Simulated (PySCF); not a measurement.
PySCF job for Si(H)2(Me)(SH) (CH6SSi), SMILES C[SiH2]S, TDDFT-PBE0/def2-SVPD. Geometry optimised at PBE0-D3(BJ)/def2-SVP. Other conformers were not sampled.

```python
import numpy as np
from pyscf import gto, scf, dft, tdscf

mol = gto.M(
    atom='''
    Si   -0.41944598    0.61981175    0.24383220
    C    -1.84217584   -0.59948668    0.23701798
    S     1.42098888   -0.26837706   -0.43844755
    H    -0.65638968    1.73142978   -0.72296642
    H    -0.24530178    1.19275799    1.61420036
    H    -1.65311081   -1.42762517    0.93746248
    H    -2.77719752   -0.10252308    0.54160524
    H    -1.98131128   -1.02426189   -0.76831276
    H     1.50278783   -1.15618919    0.57741323
    ''',
    basis='def2-SVPD',
    charge=0,
    spin=0,
    max_memory=1600,
    verbose=4,
)
mf = dft.RKS(mol, xc='pbe0').density_fit(auxbasis='def2-universal-jkfit')
mf.grids.level = 3
mf.conv_tol = 1e-9
mf.max_cycle = 100
mf.kernel()
mf.grids = dft.Grids(mol).set(level=1).build(with_non0tab=True)  # coarser grid for the response kernel
td = tdscf.TDDFT(mf)
td.singlet = True
td.nstates = 10
td.conv_tol = 1e-4
td.kernel(x0=td.get_init_guess(mf, 15))
td.analyze()
tt = tdscf.TDA(mf)
tt.singlet = False
tt.nstates = 4
tt.conv_tol = 1e-4
tt.kernel(x0=tt.get_init_guess(mf, 9))
tt.analyze(verbose=3)
```

Program output:

```
PySCF version 2.14.0

[INPUT] verbose = 4
[INPUT] num. atoms = 9
[INPUT] num. electrons = 42
[INPUT] charge = 0
[INPUT] spin (= nelec alpha-beta = 2S) = 0
[INPUT] symmetry False subgroup None
[INPUT] Mole.unit = angstrom
[INPUT] Symbol           X                Y                Z      unit          X                Y                Z       unit  Magmom
[INPUT]  1 Si    -0.419445980000   0.619811750000   0.243832200000 AA   -0.792638026250   1.171274456287   0.460776078350 Bohr   0.0
[INPUT]  2 C     -1.842175840000  -0.599486680000   0.237017980000 AA   -3.481207810891  -1.132865640525   0.447899068798 Bohr   0.0
[INPUT]  3 S      1.420988880000  -0.268377060000  -0.438447550000 AA    2.685279809252  -0.507159141516  -0.828545789487 Bohr   0.0
[INPUT]  4 H     -0.656389680000   1.731429780000  -0.722966420000 AA   -1.240396726191   3.271928088116  -1.366208531057 Bohr   0.0
[INPUT]  5 H     -0.245301780000   1.192757990000   1.614200360000 AA   -0.463553182068   2.253985933987   3.050396590574 Bohr   0.0
[INPUT]  6 H     -1.653110810000  -1.427625170000   0.937462480000 AA   -3.123926684458  -2.697820579836   1.771547339256 Bohr   0.0
[INPUT]  7 H     -2.777197520000  -0.102523080000   0.541605240000 AA   -5.248142706621  -0.193740542647   1.023485571229 Bohr   0.0
[INPUT]  8 H     -1.981311280000  -1.024261890000  -0.768312760000 AA   -3.744135686711  -1.935574451929  -1.451900694409 Bohr   0.0
[INPUT]  9 H      1.502787830000  -1.156189190000   0.577413230000 AA    2.839857422029  -2.184880917283   1.091152865400 Bohr   0.0

nuclear repulsion = 149.021344753727
number of shells = 53
number of NR pGTOs = 177
number of NR cGTOs = 119
basis = def2-SVPD
ecp = {}


[settings echo left out]
init E= -728.785529492702
  HOMO = -0.302142280374665  LUMO = -0.0274244823332839  gap/eV = 7.47545
cycle= 1 E= -728.854432523322  delta_E= -0.0689  |g|= 0.31  |ddm|= 3.15
  HOMO = -0.237763227154761  LUMO = 0.00674637858992133  gap/eV = 6.65345
cycle= 2 E= -728.851935341084  delta_E= 0.0025  |g|= 0.327  |ddm|= 0.804
  HOMO = -0.268705859157914  LUMO = 0.00286047106236476  gap/eV = 7.38970
cycle= 3 E= -728.882295348898  delta_E= -0.0304  |g|= 0.0175  |ddm|= 0.411
  HOMO = -0.271270961665626  LUMO = 0.00267926784849148  gap/eV = 7.45457
cycle= 4 E= -728.882373731643  delta_E= -7.84e-05  |g|= 0.00975  |ddm|= 0.0457
  HOMO = -0.270083875202902  LUMO = 0.00280947109323515  gap/eV = 7.42581
cycle= 5 E= -728.882403410897  delta_E= -2.97e-05  |g|= 0.00181  |ddm|= 0.0168
  HOMO = -0.27028266770652  LUMO = 0.00279532890831957  gap/eV = 7.43083
cycle= 6 E= -728.882404481115  delta_E= -1.07e-06  |g|= 0.000509  |ddm|= 0.00423
  HOMO = -0.270271325294432  LUMO = 0.00278678873321825  gap/eV = 7.43029
cycle= 7 E= -728.88240457341  delta_E= -9.23e-08  |g|= 7.82e-05  |ddm|= 0.00101
  HOMO = -0.270264015569989  LUMO = 0.00278854363474768  gap/eV = 7.43014
cycle= 8 E= -728.882404575484  delta_E= -2.07e-09  |g|= 2.12e-05  |ddm|= 0.000196
  HOMO = -0.270264687046291  LUMO = 0.00278861707251421  gap/eV = 7.43016
cycle= 9 E= -728.882404575648  delta_E= -1.64e-10  |g|= 4.33e-06  |ddm|= 4.24e-05
  HOMO = -0.270264846738405  LUMO = 0.0027885736062685  gap/eV = 7.43016
Extra cycle  E= -728.882404575646  delta_E= 1.36e-12  |g|= 4.17e-06  |ddm|= 1.49e-05
converged SCF energy = -728.882404575646
tot grids = 32744


******** <class 'pyscf.tdscf.rks.TDDFT'> for <class 'pyscf.df.df_jk.DFRKS'> ********
nstates = 10 singlet
deg_eia_thresh = 1.000e-03
wfnsym = None
conv_tol = 0.0001
eigh lindep = 1e-12
eigh level_shift = 0
eigh max_cycle = 100


Excitation energies (eV)
[5.98853225 6.32280832 6.91146329 7.42187412 7.63557164 7.69825023
 7.85923631 7.96100015 8.23937329 8.36152814]

** Singlet excitation energies and oscillator strengths **
Excited State   1:      5.98853 eV    207.04 nm  f=0.0147
      21 -> 22       -0.66880
      21 -> 23       -0.10653
      21 -> 24       -0.18104
Excited State   2:      6.32281 eV    196.09 nm  f=0.0274
      21 -> 22       -0.18239
      21 -> 23        0.61660
      21 -> 24        0.26153
Excited State   3:      6.91146 eV    179.39 nm  f=0.0272
      21 -> 22        0.11894
      21 -> 23        0.29517
      21 -> 24       -0.58656
      21 -> 25       -0.16404
      21 -> 28       -0.10298
Excited State   4:      7.42187 eV    167.05 nm  f=0.0046
      21 -> 24       -0.16983
      21 -> 25        0.65153
      21 -> 27       -0.14911
Excited State   5:      7.63557 eV    162.38 nm  f=0.0298
      20 -> 22        0.12212
      21 -> 25       -0.16937
      21 -> 27       -0.60654
      21 -> 28        0.24303
Excited State   6:      7.69825 eV    161.06 nm  f=0.0270
      21 -> 26       -0.68131
Excited State   7:      7.85924 eV    157.76 nm  f=0.0451
      20 -> 22       -0.67532
      21 -> 28        0.13731
Excited State   8:      7.96100 eV    155.74 nm  f=0.0324
      20 -> 22       -0.10423
      21 -> 27       -0.28626
      21 -> 28       -0.61656
Excited State   9:      8.23937 eV    150.48 nm  f=0.0043
      18 -> 22        0.10688
      19 -> 22        0.12581
      20 -> 23        0.26387
      21 -> 29        0.59918
Excited State  10:      8.36153 eV    148.28 nm  f=0.0274
      19 -> 22        0.41691
      19 -> 23       -0.21207
      20 -> 23        0.38606
      21 -> 29       -0.28787

** Transition electric dipole moments (AU) **
state          X           Y           Z        Dip. S.      Osc.
  1         0.2203      0.1938      0.1179      0.1000      0.0147
  2         0.1053      0.3164      0.2559      0.1767      0.0274
  3        -0.3960     -0.0604      0.0206      0.1609      0.0272
  4        -0.1467     -0.0569      0.0164      0.0250      0.0046
  5        -0.2768      0.2348      0.1664      0.1595      0.0298
  6        -0.3250     -0.1849     -0.0584      0.1432      0.0270
  7         0.4029      0.0254     -0.2668      0.2342      0.0451
  8        -0.0467      0.2782      0.2941      0.1661      0.0324
  9         0.1038      0.0852     -0.0576      0.0214      0.0043
 10         0.2841     -0.1687     -0.1563      0.1336      0.0274

** Transition velocity dipole moments (imaginary part, AU) **
state          X           Y           Z        Dip. S.      Osc.
  1         0.0503      0.0438      0.0254      0.0051      0.0154
  2         0.0257      0.0727      0.0594      0.0095      0.0272
  3        -0.1012     -0.0180      0.0076      0.0106      0.0279
  4        -0.0434     -0.0178      0.0029      0.0022      0.0054
  5        -0.0753      0.0692      0.0509      0.0130      0.0310
  6        -0.0916     -0.0492     -0.0140      0.0110      0.0259
  7         0.1204      0.0065     -0.0765      0.0204      0.0471
  8        -0.0127      0.0871      0.0889      0.0157      0.0357
  9         0.0301      0.0207     -0.0252      0.0020      0.0043
 10         0.0900     -0.0517     -0.0453      0.0128      0.0278

** Transition magnetic dipole moments (imaginary part, AU) **
state          X           Y           Z
  1         0.3715      0.2611     -0.4671
  2        -0.0578      0.2692     -0.2046
  3        -0.2376      0.0094     -0.2339
  4         0.0795      0.0628     -0.4139
  5         0.0590     -0.5947      0.1029
  6         0.4167     -0.3274      0.5615
  7        -0.6224     -0.7511     -0.4334
  8        -0.1732      0.0337     -0.2262
  9        -0.2068      0.2049     -0.4628
 10        -0.2734     -0.8023      0.2621


******** <class 'pyscf.tdscf.rks.TDA'> for <class 'pyscf.df.df_jk.DFRKS'> ********
nstates = 4 triplet
deg_eia_thresh = 1.000e-03
wfnsym = None
conv_tol = 0.0001
eigh lindep = 1e-12
eigh level_shift = 0
eigh max_cycle = 100


Excitation energies (eV)
[5.55568299 5.91661129 6.6250015  7.15286713]

** Triplet excitation energies and oscillator strengths **
Excited State   1:      5.55568 eV    223.17 nm  f=0.0000
Excited State   2:      5.91661 eV    209.55 nm  f=0.0000
Excited State   3:      6.62500 eV    187.15 nm  f=0.0000
Excited State   4:      7.15287 eV    173.33 nm  f=0.0000
```

The calculation finished and met its thresholds.
